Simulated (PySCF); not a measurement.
## NMR parameters from quadrupole coupling constants

Compound: C6H12N2.
Cartesian coordinates in Å at the GFN2-xTB level; atoms count from 1:
```
atom  x, y, z in Å
C1    -2.253   -1.422    0.045
C2    -2.039   -0.172   -0.362
N3    -1.076    0.697    0.100
C4    -0.772    1.883   -0.664
N5     0.015    0.229    0.855
C6     0.952   -0.582    0.117
C7     2.285   -0.821    0.752
C8     2.173    0.103   -0.422
H9    -3.091   -1.978   -0.330
H10   -1.624   -1.929    0.755
H11   -2.711    0.287   -1.074
H12   -0.191    1.667   -1.569
H13   -0.195    2.553   -0.028
H14   -1.701    2.375   -0.949
H15   -0.351   -0.277    1.659
H16    0.525   -1.384   -0.486
H17    2.454   -0.378    1.720
H18    2.755   -1.784    0.617
H19    2.564   -0.217   -1.376
H20    2.277    1.159   -0.230
```

Computed at PBE0/pcSseg-1 (PySCF, non-relativistic):

```tsv
atom	environment	nucleus	spin I	Q (b)	CQ = χzz (MHz)	η
N3	hydrazine nitrogen	14N	1	0.02044	-6.739	0.353
N5	hydrazine nitrogen	14N	1	0.02044	-6.840	0.447
```

Question: Work back to Vxx, Vyy and Vzz; CQ/MHz = 234.96 (Q/b)(Vzz/au).

Answer: Vxx = −Vzz(1 − η)/2 and Vyy = −Vzz(1 + η)/2, in au:

```
atom  Vxx (au)  Vyy (au)  Vzz (au)  Vzz (10²¹ V/m²)
  N3     0.454     0.949    -1.403           -13.64
  N5     0.394     1.031    -1.424           -13.84
```

Question: PQ = |CQ|√(1 + η²/3), νQ = 3|CQ|/[2I(2I − 1)], ν0 = |g|·7.62259 MHz/T·B with g(14N) = 0.40376: values at 9.4 T?

Answer: 
| atom | PQ (MHz) | νQ (MHz) | ν0 (MHz) | νQ/ν0 |
| --- | --- | --- | --- | --- |
| N3 | 6.878 | 10.11 | 28.93 | 0.349 |
| N5 | 7.065 | 10.26 | 28.93 | 0.355 |

For N3: PQ = 6.739 × 1.0205, νQ = 6.739 × 1.5000, ν0 = 3.0777 MHz/T × 9.4 T.

For N3 and N5 νQ isn't small against ν0, so the high-field expansions of solid-state NMR fail there at this field.

Question: Take a correlation time of 20 ps, isotropic tumbling and extreme narrowing. What quadrupolar relaxation rates and linewidths follow?

Answer: Rate = (3π²/10) PQ² τc (2I + 3)/[I²(2I − 1)], the same for T1 and T2; width = rate/π.

| site | spin factor (2I + 3)/[I²(2I − 1)] | 1/T1 (s⁻¹) | T1 (ms) | linewidth (Hz) |
| --- | --- | --- | --- | --- |
| 14N at N3 | 5.000 | 14000 | 0.0714 | 4460 |
| 14N at N5 | 5.000 | 14800 | 0.0677 | 4700 |

Solvent, lattice and vibrations would change these gradients. One conformer (not necessarily the lowest) at the GFN2-xTB geometry, without solvent, vibrations or thermal averaging. GFN2-xTB bond lengths can be off by several hundredths of an ångström, more for odd bonds, and the gradients follow them. With so small a basis the couplings can be 20 % off.
